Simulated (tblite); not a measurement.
Start geometry of `FC(F)(F)CC1=C[SiH2]C=C1` from a force field or distance geometry (Å):
```
atom  x, y, z in Å
F1     2.352   -1.515    0.516
C2     2.442   -0.359   -0.197
F3     3.726    0.081   -0.027
F4     2.285   -0.648   -1.504
C5     1.460    0.690    0.296
C6     0.008    0.327    0.107
C7    -0.838    0.929   -0.753
Si8   -2.563    0.199   -0.635
C9    -1.899   -0.941    0.700
C10   -0.601   -0.718    0.934
H11    1.645    0.905    1.347
H12    1.669    1.621   -0.248
H13   -0.627    1.728   -1.429
H14   -2.947   -0.538   -1.873
H15   -3.559    1.180   -0.115
H16   -2.536   -1.661    1.204
H17   -0.024   -1.266    1.670
```

Q: What comes out of this run: tblite, GFN2-xTB geometry optimisation, gas phase?

A: 
```
atom  x, y, z in Å
F1     2.2115   -1.5379    0.2634
C2     2.3391   -0.3157   -0.2726
F3     3.6418    0.0058   -0.1645
F4     2.0924   -0.4451   -1.5840
C5     1.4471    0.7172    0.3904
C6    -0.0017    0.3679    0.1768
C7    -0.7797    0.9024   -0.7734
Si8   -2.5000    0.1315   -0.6919
C9    -1.9115   -0.9226    0.7593
C10   -0.6308   -0.6446    1.0238
H11    1.7001    0.7349    1.4529
H12    1.6873    1.6841   -0.0556
H13   -0.4140    1.6494   -1.4571
H14   -2.8386   -0.6461   -1.8812
H15   -3.5323    1.1006   -0.3241
H16   -2.4664   -1.6530    1.3235
H17   -0.0512   -1.1168    1.8045
```

The energy falls by 0.158 eV over 95 L-BFGS steps, the largest force on an atom goes from 0.83 to 0.009 eV/Å, and the atoms move by 0.178 Å rms after alignment. The bond that changes most is Si8–H14 (SiH2 silicon to Si–H hydrogen), which shortens by 0.031 Å. Bonds longer at the end by more than 0.005 Å: 3 of 17; shorter: 8. Among the angles that change most is Si8–C7–H13, from 120.8° to 128.4°. Among the dihedrals that turn most is H11–C5–C6–C7, from 125° to 143°. Rotational constants go from 2787, 588.4, 550.3 to 2731, 623.6, 582.3 MHz. The orientation of the end geometry is arbitrary; only internal coordinates are fixed.

Its GFN2-xTB frequencies are all real (lowest 28 cm⁻¹). One conformer, not necessarily the lowest.

These are computed values.
